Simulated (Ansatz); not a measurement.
Born–Oppenheimer molecular dynamics of C₃H₉ClO₃Si (17 atoms, charge 0, multiplicity 1). It goes on from the last frame of an earlier run, with new velocities.

Level of theory: RKS PBE/STO-3G in Ansatz 0.2.0.

| Quantity | Value |
| --- | --- |
| ensemble | NVE (Milne-controlled integrator) |
| time step | 0.5 fs |
| steps asked | 166 |
| starting velocities drawn for | 300 K |
| masses | H 2.014 u |
| seed | 203194 |

First frame:

```xyz
17
Properties=species:S:1:pos:R:3
Si 0.041 -0.165 -0.539
Cl -0.204 -0.028 1.607
O 1.679 0.007 -1.050
C 2.495 -1.101 -0.613
H 2.571 -1.915 -1.384
H 3.495 -0.722 -0.439
H 2.168 -1.596 0.358
O -0.746 1.257 -1.157
C -2.027 1.289 -0.450
H -1.983 1.773 0.554
H -2.776 1.933 -0.974
H -2.524 0.361 -0.311
O -0.711 -1.690 -0.898
C -1.412 -2.274 0.317
H -0.816 -2.404 1.249
H -2.357 -1.718 0.609
H -1.756 -3.316 0.041
```

Q: How far do the bonds stretch over the last three quarters of this one trajectory? (Pairs bonded in most of those frames.)

A: 
| bond | mean (Å) | spread (Å) | shortest | longest |
| --- | --- | --- | --- | --- |
| Si1–Cl2 | 2.189 | 0.023 | 2.14 | 2.23 |
| Si1–O3 | 1.713 | 0.037 | 1.66 | 1.78 |
| Si1–O8 | 1.718 | 0.018 | 1.69 | 1.75 |
| Si1–O13 | 1.717 | 0.031 | 1.65 | 1.76 |
| O3–C4 | 1.483 | 0.029 | 1.44 | 1.53 |
| C4–H5 | 1.118 | 0.015 | 1.08 | 1.15 |
| C4–H6 | 1.117 | 0.030 | 1.07 | 1.16 |
| C4–H7 | 1.120 | 0.022 | 1.08 | 1.17 |
| O8–C9 | 1.473 | 0.031 | 1.42 | 1.52 |
| C9–H10 | 1.127 | 0.044 | 1.06 | 1.19 |
| C9–H11 | 1.121 | 0.046 | 1.05 | 1.20 |
| C9–H12 | 1.124 | 0.028 | 1.06 | 1.19 |
| O13–C14 | 1.466 | 0.021 | 1.44 | 1.51 |
| C14–H15 | 1.119 | 0.020 | 1.08 | 1.16 |
| C14–H16 | 1.123 | 0.020 | 1.08 | 1.17 |
| C14–H17 | 1.118 | 0.041 | 1.06 | 1.18 |

Mean temperature of the second half: 349 K. The conserved energy stayed within 0.022 meV per atom of its start (net change 0.011 meV per atom), so the integration is sound. A run of 0.083 ps of so small a system gives no equilibrium averages. Limits of this set-up: minimal basis.

Time of the run: 8 min on 1 thread of Intel(R) Xeon(R) 6975P-C (Granite Rapids) (shared host), peak memory 0.13 GiB.
